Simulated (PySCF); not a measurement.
Job file and geometry (Å, from GFN2-xTB) of an NMR shielding run on SMILES NCCN[SiH2][SiH2]F, C2H11FN2Si2, GIAO PBE0/pcSseg-1 NMR shielding, non-relativistic, gas phase in PySCF; density fitting, a coarse starting grid and PySCF grid level 2 are the driver's defaults:

```
$ OMP_NUM_THREADS=1 python probes_run.py task.json out

{"job": {"kind": "nmr", "xc": "PBE0", "basis": "pcSseg-1"}, "charge": 0, "multiplicity": 1}
N     -2.271482     0.768836    -1.338303
C     -2.358571     0.258682     0.015848
C     -1.239555    -0.732104     0.382954
N      0.051717    -0.109669     0.232680
Si     1.427671    -0.882225    -0.442159
Si     2.955413     0.796276    -0.756959
F      4.333528     0.062529    -1.172281
H     -2.367064     0.005289    -2.000743
H     -1.351100     1.175244    -1.481071
H     -3.329943    -0.226095     0.140668
H     -2.313465     1.117025     0.693697
H     -1.273206    -1.589604    -0.292127
H     -1.395180    -1.101022     1.406024
H      0.162941     0.666901     0.866692
H      0.935990    -1.493744    -1.690082
H      1.922882    -2.020715     0.363898
H      2.743202     1.717371    -1.872202
H      3.357463     1.593343     0.402292
```

Q: Write the output of this run.

A: 
```
coarse grid: 15456 points
cycle   1  E = -870.4651882880  dE =  5.223e-01  |g| = 6.959e-01  |ddm| = 3.672e+00
cycle   2  E = -870.3741037770  dE =  9.108e-02  |g| = 1.032e+00  |ddm| = 1.427e+00
cycle   3  E = -870.5567013233  dE = -1.826e-01  |g| = 6.304e-02  |ddm| = 8.803e-01
cycle   4  E = -870.5572294219  dE = -5.281e-04  |g| = 3.210e-02  |ddm| = 7.276e-02
cycle   5  E = -870.5574177616  dE = -1.883e-04  |g| = 7.362e-03  |ddm| = 2.887e-02
cycle   6  E = -870.5574282152  dE = -1.045e-05  |g| = 1.669e-03  |ddm| = 7.597e-03
cycle   7  E = -870.5574288130  dE = -5.978e-07  |g| = 4.607e-04  |ddm| = 1.825e-03
final grid: 138952 points
cycle   8  E = -870.5980717550  dE = -3.423e-05  |g| = 8.098e-03  |ddm| = 2.359e-02
cycle   9  E = -870.5980624975  dE =  9.258e-06  |g| = 1.033e-02  |ddm| = 1.690e-02
cycle  10  E = -870.5980869409  dE = -2.444e-05  |g| = 8.713e-04  |ddm| = 9.714e-03
cycle  11  E = -870.5980870832  dE = -1.423e-07  |g| = 2.880e-04  |ddm| = 9.739e-04
cycle  12  E = -870.5980870998  dE = -1.657e-08  |g| = 4.834e-05  |ddm| = 2.348e-04
cycle  13  E = -870.5980871002  dE = -4.347e-10  |g| = 1.994e-05  |ddm| = 6.945e-05
converged SCF energy = -870.5980871002

GIAO shielding tensors (ppm)
atom      isotropic    diamagn.    paramagn.     s11        s22        s33       span
  0 N      237.763     318.636     -80.873    203.848    228.827    280.615     76.767
  1 C      136.048     245.106    -109.058    117.803    140.514    149.826     32.023
  2 C      131.314     244.108    -112.795    117.290    128.159    148.492     31.202
  3 N      255.618     327.138     -71.520    210.948    243.013    312.892    101.944
  4 Si     403.835     882.044    -478.209    346.010    381.500    483.996    137.986
  5 Si     346.788     876.011    -529.223    278.596    312.123    449.643    171.047
  6 F      437.398     461.170     -23.772    374.909    454.295    482.989    108.080
  7 H       32.011      32.180      -0.169     26.299     27.911     41.823     15.525
  8 H       29.921      34.448      -4.527     22.339     29.436     37.987     15.648
  9 H       28.911      28.554       0.357     24.064     27.908     34.761     10.697
 10 H       29.478      30.036      -0.558     24.500     28.647     35.288     10.787
 11 H       29.685      32.084      -2.399     25.079     29.354     34.622      9.543
 12 H       28.421      30.447      -2.026     22.976     27.881     34.406     11.430
 13 H       33.114      37.057      -3.943     23.628     32.364     43.350     19.722
 14 H       26.814      30.981      -4.167     23.249     26.269     30.924      7.675
 15 H       26.503      29.625      -3.123     22.732     24.491     32.285      9.553
 16 H       26.028      28.769      -2.740     22.678     25.757     29.649      6.971
 17 H       26.084      28.951      -2.866     22.653     25.870     29.730      7.076
```

Q: Turn these shieldings into chemical shifts. Scale: $^{15}$N (267.73 ppm) vs NH3; $^{13}$C (186.93 ppm), $^{29}$Si (349.16 ppm), $^{1}$H (31.72 ppm) vs TMS; $^{19}$F (170.95 ppm) vs CFCl3 (reference shieldings calculated alike).

A: Averaging equivalent atoms: N 0: 30.0; N 3: 12.1; C 2: 55.6; C 1: 50.9; Si 5: 2.4; Si 4: -54.7; F 6: -266.5; H 16/17: 5.66; H 14/15: 5.06; H 11/12: 2.66; H 9/10: 2.52; H 7/8: 0.75; H 13: -1.40 ppm. Unscaled 19F shifts against computed CFCl3 carry errors that often reach 10 to 50 ppm. Experimental scales use liquid or dissolved standards, which lie at an offset from isolated NH3 (liquid NH3: subtract about 20 ppm).

Size and cost of the density-fitted run: 188 basis functions, 51 s wall time on 1 thread of an Arm Neoverse N1, shared host; peak memory 0.85 GiB.
